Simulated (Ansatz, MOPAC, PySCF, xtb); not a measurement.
Diatomic TePb, closed-shell singlet (the spin of the measured ground state). No spin–orbit coupling.

The constants come from a fifth-degree fit in 1/R (seven points, main isotopes). In def2 and cc sets the state is the lowest found near the PBE0 minimum, followed along R. The singlet is held restricted. HF and MP2 rows in def2 and cc sets belong to the determinant that coupled cluster picked by its CCSD energy.

The values were computed with Ansatz (a quantum-chemistry and plane-wave program); MOPAC for AM1, PM6 (differences of heats of formation); PySCF for LANL2DZ rows; xtb for the GFN methods. Each number belongs to the level named beside it. In def2 rows elements past Kr take small-core potentials, without spin–orbit coupling.

```
level                                r_e (Å)  ω_e (cm⁻¹)  α_e (cm⁻¹)  B_e (cm⁻¹)  D_e (eV)  dipole (D)
-----------------------------------  -------  ----------  ----------  ----------  --------  ----------
AM1                                    2.575         162    -0.00010      0.0318         -           -
PM6                                    2.595         180      4.4e-5      0.0313         -           -
GFN1-xTB                               2.677         254      6.7e-5      0.0294         -           -
GFN2-xTB                               2.574         261      8.3e-5      0.0318         -           -
HF/def2-TZVPP                          2.579         238      5.1e-5      0.0317         -           -
HF/def2-QZVPP                          2.577         238      5.1e-5      0.0318         -           -
SVWN5/def2-TZVPP                       2.585         223      5.9e-5      0.0316      4.97        2.82
PBE/def2-TZVPP                         2.625         212      5.8e-5      0.0306      4.17        3.10
BP86/LANL2DZ                           2.651         201      5.5e-5      0.0300         -        3.43
r2SCAN/def2-TZVPP                      2.601         222      5.7e-5      0.0312      3.85        3.25
B97M-V/def2-TZVPP                      2.625         215      5.8e-5      0.0306      4.05        3.35
B3LYP/LANL2DZ                          2.636         206      5.4e-5      0.0303         -        3.73
B3LYP/def2-TZVPP                       2.618         217      5.7e-5      0.0308      3.84        3.31
PBE0/def2-TZVPP                        2.590         227      5.5e-5      0.0314      3.81        3.37
BHLYP/def2-TZVPP                       2.585         231      5.4e-5      0.0316      3.43        3.62
CAM-B3LYP/def2-TZVPP                   2.577         233      5.4e-5      0.0317      3.58        3.49
wB97X-V/def2-TZVPP                     2.558         242      5.2e-5      0.0322      3.76        3.68
wB97M-V/def2-TZVPP                     2.562         240      5.2e-5      0.0321      3.53        3.54
B2PLYP/def2-TZVPP                      2.616         215      6.0e-5      0.0308      3.93           -
MP2/def2-TZVPP                         2.586         228      5.4e-5      0.0315         -           -
MP2/def2-QZVPP                         2.573         231      5.4e-5      0.0319         -           -
MP2/CBS(def2-TZVPP, def2-QZVPP)        2.565         234      5.4e-5      0.0321         -           -
SCS-MP2/def2-TZVPP                     2.596         226      5.4e-5      0.0313         -           -
SCS-MP2/def2-QZVPP                     2.583         229      5.4e-5      0.0316         -           -
CCSD/def2-TZVPP                        2.590         230      5.4e-5      0.0314      3.38           -
CCSD/def2-QZVPP                        2.576         233      5.4e-5      0.0318      3.56           -
CCSD(T)/def2-TZVPP                     2.612         217      6.0e-5      0.0309      3.75           -
CCSD(T)/def2-QZVPP                     2.597         221      5.9e-5      0.0313      3.97           -
CCSD(T)/CBS(def2-TZVPP, def2-QZVPP)    2.588         225      5.9e-5      0.0315      4.12           -
```

D_e counts from each atom's lowest state at the same level, without counterpoise or zero-point energy.

Correlated levels freeze the inner cores; with def2 sets outer-core shells near the valence are correlated too. CBS(a, b) extrapolates the correlation energy as X⁻³ and adds the Hartree–Fock energy of set b. Rows in LANL2DZ carry no dispersion term and start afresh at each structure. LANL2DZ brings its own core potentials from Na on. The state that AM1, PM6 reach isn't checked.

Doubts at one or more of the structures used: a restricted determinant that unrestricted orbitals would lower (HF/def2-TZVPP, HF/def2-QZVPP, MP2/def2-TZVPP, MP2/def2-QZVPP, MP2/CBS(def2-TZVPP, def2-QZVPP), SCS-MP2/def2-TZVPP, SCS-MP2/def2-QZVPP, CCSD/def2-TZVPP, CCSD/def2-QZVPP, CCSD(T)/def2-TZVPP, CCSD(T)/def2-QZVPP, CCSD(T)/CBS(def2-TZVPP, def2-QZVPP)).

Measured for the ground state: r_e 2.595 Å [microwave values compiled in ACS Omega 2, 8373 (2017)]. ω_e 211.96 cm-1, ω_e x_e 0.43 cm-1, B_e 0.031308 cm-1, α_e 6.7433e-05 cm-1 [Huber and Herzberg (1979), NIST Chemistry WebBook]. D_0 2.55 ± 0.11 eV (a handbook's tabulated 298 K bond energy less 3RT/2; such tables hold older values) [Luo, bond dissociation energies, CRC Handbook]. dipole 2.73 D [compilation of Liu, Meijer and Pérez-Ríos].
